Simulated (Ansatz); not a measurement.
Stepwise reaction of `[F][Al]([F])[O][SiH3]` with hydrogen, as a gas-phase model of exchange steps in deposition or etching. ΔE in kJ/mol.

Calculated with Ansatz (gas phase, PBE0-D4/def2-TZVP geometries, no zero-point term in ΔE). CBS: MP2 limit from def2 TZ/QZ plus the TZ coupled-cluster correction, frozen cores. This one scheme is used for every species. Functionals use def2-TZVPP. B3LYP here is the variant with VWN-RPA as its local correlation; programs differ in this. One conformer a species, not always the lowest.

```
step                                                  reaction  PBE-D4  B3LYP-D4  ωB97M-V  CCSD(T)/CBS
   1  `[F][Al]([F])[O][SiH3]` + H₂ → `[F][AlH][O][SiH3]` + H–F   144.7     153.9    150.8        153.5
   2        `[F][AlH][O][SiH3]` + H₂ → `[AlH2][O][SiH3]` + H–F   167.2     174.5    172.7        172.7
```

Q: By hand: ΔE of the 2 steps together at CCSD(T)/CBS.

A: (153.5) + (172.7) = 326.2 kJ/mol, or 163.1 kJ/mol a step.

In ΔE each step is higher than the one before. All are uphill at CCSD(T)/CBS. PBE-D4 differs from CCSD(T)/CBS by -8.8 to -5.5 kJ/mol a step. Isolated molecules leave out the surface, adducts and barriers. Largest T1 diagnostic: 0.012.
